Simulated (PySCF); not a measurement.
# `[AlH2][N]1CCCC1`, C4H10AlN

Geometry:
| atom | x (Å) | y (Å) | z (Å) |
| --- | --- | --- | --- |
| Al1 | 2.293 | 0.202 | 0.748 |
| N2 | 0.712 | 0.056 | -0.059 |
| C3 | -0.207 | 1.124 | -0.405 |
| C4 | -1.580 | 0.625 | 0.076 |
| C5 | -1.441 | -0.913 | 0.086 |
| C6 | 0.000 | -1.163 | -0.392 |
| H7 | 3.068 | -1.141 | 1.084 |
| H8 | 2.810 | 1.665 | 1.085 |
| H9 | -0.231 | 1.272 | -1.504 |
| H10 | 0.094 | 2.083 | 0.044 |
| H11 | -2.394 | 0.976 | -0.576 |
| H12 | -1.791 | 1.001 | 1.088 |
| H13 | -1.579 | -1.308 | 1.103 |
| H14 | -2.178 | -1.413 | -0.560 |
| H15 | 0.004 | -1.327 | -1.489 |
| H16 | 0.468 | -2.047 | 0.068 |

Theory: GIAO KT3/pcSseg-1 magnetisability, rotational g tensor and spin-rotation constants, non-relativistic, gas phase in PySCF. Geometry: PBE0-D3(BJ)/def2-SVP.

Give the nuclear spin-rotation constants along the inertial axes (H = +C I·J) beside the isotropic shieldings.

Rotational constants 5.9203, 1.9636, 1.6445 GHz. A star marks the isotopologue with that one atom substituted, in its own axes.
```
atom  isotope  Caa (kHz)  Cbb (kHz)  Ccc (kHz)  mean (kHz)  σ (ppm)
 Al1     27Al      3.985      1.197      1.063       2.082    387.1
  N2      14N      0.389      0.264      0.099       0.251    129.5
  H7       1H     -0.292      0.005     -0.117      -0.135     27.0
  H8       1H     -0.293      0.005     -0.116      -0.135     27.0
  H9       1H     -0.574     -0.168      0.051      -0.230     28.4
 H10       1H     -0.407      0.028     -0.141      -0.173     27.6
 H11       1H     -0.054     -0.170     -0.135      -0.119     29.7
 H12       1H     -0.572     -0.189      0.023      -0.246     29.9
 H13       1H     -0.572     -0.190      0.023      -0.246     29.9
 H14       1H     -0.054     -0.169     -0.135      -0.119     29.7
 H15       1H     -0.574     -0.168      0.051      -0.230     28.4
 H16       1H     -0.406      0.028     -0.141      -0.173     27.6
  C3     13C*      1.182      0.370      0.360       0.637    128.8
  C4     13C*      0.920      0.309      0.297       0.509    153.9
```
For the geometry as given, no vibrational averaging.

How do the rotational constants and the g tensor change when H7, H8, H9, H10, H11, H12, H13, H14, H15, H16 are replaced by deuterium?

Constants 4.3697, 1.6659, 1.3795 GHz; g -0.0358, -0.0145, -0.0101, against -0.0485, -0.0170, -0.0120 before.
